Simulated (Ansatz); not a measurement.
Isomers of C2H6FIn, relaxed with PBE0-D4/def2-TZVP in Ansatz; electronic energies, one conformer each and not always the lowest. Functionals use def2-TZVPP; CBS adds triple-zeta CCSD(T) − MP2 to the MP2 limit of def2-TZVPP and def2-QZVPP.

Elements past krypton have def2 core potentials. Outer-core shells of In are correlated without core-valence functions. Spin–orbit coupling is left out.

Order them by energy at frozen-core CCSD(T)/CBS, lowest first. (Best estimate.)
A. `[CH3][In]([CH3])[F]`
B. `C[CH](F)[InH2]`
C. `C[CH2][InH][F]`
D. `[CH3][InH][CH2]F`

A (0.0 kcal/mol), C (10.9 kcal/mol), D (50.8 kcal/mol), B (55.4 kcal/mol).

How do HF/CBS(def2), r2SCAN-D4, MP2/CBS(def2), B3LYP-D4 place them (kcal/mol, against `[CH3][In]([CH3])[F]`)? (Estimate.)

The calculation gave: 
```tsv
isomer	HF/CBS(def2)	r2SCAN-D4	MP2/CBS(def2)	B3LYP-D4
`[CH3][InH][CH2]F`	47.3	49.3	54.2	47.9
`C[CH2][InH][F]`	9.1	10.4	12.2	10.0
`C[CH](F)[InH2]`	50.1	52.6	60.0	51.5
```

B3LYP here is the variant with VWN-RPA as its local correlation; programs differ in this.
